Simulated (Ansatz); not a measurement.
Consider the redistribution: `C[SiH2]B(F)F` + `O[SiH2][CH2][GeH3]` → `O[SiH2]B(F)F` + `C[SiH2][CH2][GeH3]`.

Gas-phase electronic energies from Ansatz, PBE0-D4/def2-TZVP geometries. CCSD(T)/CBS is the MP2 limit (def2-TZVPP, def2-QZVPP) plus CCSD(T) − MP2 in def2-TZVPP, frozen cores. For Ge outer-core shells are correlated without core-valence functions, which leaves a few kJ/mol of doubt a bond. Scalar relativity is left out up to krypton. Each species was taken in one conformer, which may not be the lowest.

```tsv
species	SCS-MP2/def2-QZVPP energy (Eh)
`C[SiH2]B(F)F`	-554.51533
`O[SiH2][CH2][GeH3]`	-2482.93750
`O[SiH2]B(F)F`	-590.46241
`C[SiH2][CH2][GeH3]`	-2446.98703
```

Problem. Work out ΔE.

Solution. ΔE = (-590.46241) + (-2446.98703) − (-554.51533) − (-2482.93750) = 0.00339 Eh = +8.9 kJ/mol. CCSD(T)/CBS gives +9.6 kJ/mol.

Largest T1 diagnostic among the species: 0.013.
